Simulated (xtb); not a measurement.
GeI4, triplet, geometry from GFN2-xTB (a higher spin typed on purpose: for a closed-shell molecule this is an excited state); GFN1-xTB (xtb).

Here is a job for xtb.
```
$ xtb mol.xyz --gfn 1 --uhf 2 --etemp 10000 --json

# file mol.xyz
5

I     -0.64226172     2.80508033    -0.74452314
Ge    -0.26333692     0.04304399    -0.11471791
I     -1.70071416    -2.42210698    -0.27615139
I      0.47122681     0.12487011     2.45849719
I      2.03074494    -0.53383228    -1.36855901
```

**Question.** Predict the main parts of the log of this xtb run.

**Answer.** 
```
   ID    Z sym.   atoms
    1   53 I      1, 3-5
    2   32 Ge     2

           -------------------------------------------------
          |                Calculation Setup                |
           -------------------------------------------------

           -------------------------------------------------
          |                 G F N 1 - x T B                 |
           -------------------------------------------------

          ...................................................
          :                      SETUP                      :
          :.................................................:
          :  # basis functions                  50          :
          :  # atomic orbitals                  45          :
          :  # shells                           15          :
          :  # electrons                        32          :
          :  # halogen bonds                     0          :
          :  max. iterations                   250          :
          :  Hamiltonian                  GFN1-xTB          :
          :  restarted?                      false          :
          :  GBSA solvation                  false          :
          :  PC potential                    false          :
          :  electronic temp.        10000.0000000     K    :
          :  accuracy                    1.0000000          :
          :  -> integral cutoff          0.2500000E+02      :
          :  -> integral neglect         0.1000000E-07      :
          :  -> SCF convergence          0.1000000E-05 Eh   :
          :  -> wf. convergence          0.2000000E-04 e    :
          :  Broyden damping             0.4000000          :
          :  net charge                          0          :
          :  unpaired electrons                  2          :
          ...................................................

 iter      E             dE          RMSdq      gap      omega  full diag
   1    -17.2298467 -0.172298E+02  0.750E+00    3.22       0.0  T
   2    -15.5436987  0.168615E+01  0.925E+00    1.34       1.0  T
   3    -17.6886124 -0.214491E+01  0.139E+00    3.27       1.0  T
   4    -17.6919571 -0.334474E-02  0.493E-01    3.14       1.0  T
   5    -17.6908760  0.108109E-02  0.419E-01    3.15       1.0  T
   6    -17.6918938 -0.101777E-02  0.240E-01    3.12       1.0  T
   7    -17.6918908  0.305002E-05  0.224E-01    3.13       1.0  T
   8    -17.6923647 -0.473975E-03  0.210E-02    3.12       2.1  T
   9    -17.6923646  0.877102E-07  0.172E-02    3.12       2.6  T
  10    -17.6923669 -0.220881E-05  0.344E-04    3.12     130.0  T
  11    -17.6923669 -0.100967E-08  0.546E-06    3.12    8196.4  T
  12    -17.6923669  0.142109E-13  0.213E-06    3.12   21022.0  T

   *** convergence criteria satisfied after 12 iterations ***

 transition dipole moment (au) for excitation:          16          17
     X       Y       Z
   0.0552   0.2725  -0.0244  total (au/Debye):    0.279   0.709
 dE (eV)             :    2.339
 oscillator strength :  0.63126E-02

         :::::::::::::::::::::::::::::::::::::::::::::::::::::
         ::                     SUMMARY                     ::
         :::::::::::::::::::::::::::::::::::::::::::::::::::::
         :: total energy             -17.689565989901 Eh    ::
         :: gradient norm              0.016059867722 Eh/a0 ::
         :: HOMO-LUMO gap              3.122491277757 eV    ::
         ::.................................................::
         :: SCC energy               -17.692366858252 Eh    ::
         :: -> electrostatic           0.002376745580 Eh    ::
         :: repulsion energy           0.007257447970 Eh    ::
         :: dispersion energy         -0.004456579618 Eh    ::
         :: halogen bond corr.         0.000000000000 Eh    ::
         :: add. restraining           0.000000000000 Eh    ::
         :: total charge              -0.000000000000 e     ::
         :::::::::::::::::::::::::::::::::::::::::::::::::::::

           -------------------------------------------------
          |                Property Printout                |
           -------------------------------------------------

    * Orbital Energies and Occupations

         #    Occupation            Energy/Eh            Energy/eV
      -------------------------------------------------------------
         1        2.0000           -0.8726520             -23.7461
       ...           ...                  ...                  ...
         5        1.9952           -0.5238306             -14.2542
         6        1.9469           -0.4465980             -12.1526
         7        1.9464           -0.4463245             -12.1451
         8        1.9349           -0.4398179             -11.9681
         9        1.9077           -0.4279401             -11.6448
        10        1.8929           -0.4228046             -11.5051
        11        1.8752           -0.4174297             -11.3588
        12        1.8383           -0.4080897             -11.1047
        13        1.8276           -0.4057061             -11.0398
        14        1.8197           -0.4040370             -10.9944
        15        1.8185           -0.4037876             -10.9876
        16        1.8182           -0.4037246             -10.9859
        17        1.0653           -0.3177787              -8.6472 (HOMO)
        18        0.1153           -0.2030292              -5.5247 (LUMO)
        19        0.0918           -0.1950944              -5.3088
        20        0.0836           -0.1918984              -5.2218
        21        0.0024           -0.0776124              -2.1119
        22        0.0024           -0.0773877              -2.1058
        23        0.0023           -0.0756893              -2.0596
        24        0.0019           -0.0698080              -1.8996
        25        0.0019           -0.0695168              -1.8916
        26        0.0015           -0.0617716              -1.6809
        27        0.0013           -0.0579144              -1.5759
        28        0.0012           -0.0551462              -1.5006
       ...           ...                  ...                  ...
        45                          0.4527299              12.3194
      -------------------------------------------------------------
                  HL-Gap            0.1147494 Eh            3.1225 eV
             Fermi-level           -0.3116199 Eh           -8.4796 eV

  Mulliken/CM5 charges         n(s)   n(p)   n(d)
     1I    -0.07465 -0.05853   2.041  4.991  0.043
     2Ge    0.25006  0.16740   1.552  1.615  0.583
     3I    -0.07465 -0.05853   2.041  4.991  0.043
     4I    -0.05038 -0.02517   2.043  4.956  0.052
     5I    -0.05038 -0.02517   2.043  4.956  0.052

Wiberg/Mayer (AO) data.
largest (>0.10) Wiberg bond orders for each atom

 ---------------------------------------------------------------------------
     #   Z sym  total        # sym  WBO       # sym  WBO       # sym  WBO
 ---------------------------------------------------------------------------
     1  53 I    0.738 --     2 Ge   0.709
     2  32 Ge   3.290 --     5 I    0.936     4 I    0.936     1 I    0.709
                             3 I    0.709
     3  53 I    0.738 --     2 Ge   0.709
     4  53 I    0.979 --     2 Ge   0.936
     5  53 I    0.979 --     2 Ge   0.936
 ---------------------------------------------------------------------------

Topologies differ in total number of bonds
Writing topology from bond orders to xtbtopo.mol

 dipole moment from electron density (au)
     X       Y       Z
  -0.0330   0.0054  -0.0144  total (Debye):    0.093

           -------------------------------------------------
          | TOTAL ENERGY              -17.689565989901 Eh   |
          | GRADIENT NORM               0.016059867722 Eh/α |
          | HOMO-LUMO GAP               3.122491277757 eV   |
           -------------------------------------------------

normal termination of xtb
```
